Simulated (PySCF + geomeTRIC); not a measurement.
Species: AlBr$_{3}$, SMILES `[Br][Al]([Br])[Br]` (charge 0, multiplicity 1).

Problem. Give a relaxed geometry from TPSSh-D3(BJ)/def2-TZVP (PySCF + geomeTRIC).

Solution. the end point of this relaxation (outside a Z-matrix the atoms follow the SMILES, hydrogens last).
Z-matrix (Å, degrees):
```
Al
Br 1 2.2345
Br 1 2.2346 2 120.00
Br 1 2.2346 2 119.98 3 -179.96
```
